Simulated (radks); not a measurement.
Results of a calculation; reference values are marked as such.
Effect of the nuclear size on neutral silicon, [Ne] 3s2 3p2. Level of theory: Dirac Kohn-Sham, LDA (Slater exchange, Perdew-Wang correlation), spin-unpolarised, spherical densities, finite nucleus; open shells fill j = l - 1/2 first; Fermi nuclear charge, rms radius 3.1224 fm (a radial shooting solver on a logarithmic mesh with Libxc functionals). The rms radius is varied about that value; shifts are against it.

rms radius (fm)  total energy shift (eV)  density at nucleus (e/bohr^3)  1s1/2 shift (meV)
2.6228                          -0.00155                           1896             -0.645
3.0256                         -0.000320                           1892             -0.134
3.1224                                 0                           1892              0.000
3.394                           0.000951                           1889              0.397
3.6001                           0.00172                           1888              0.720

Slopes of the eigenvalues against <r^2> in GHz/fm^2, as finite differences over the two radii next to the reference (eigenvalue slopes, not the field-shift constants of lines): 1s1/2 54.3.
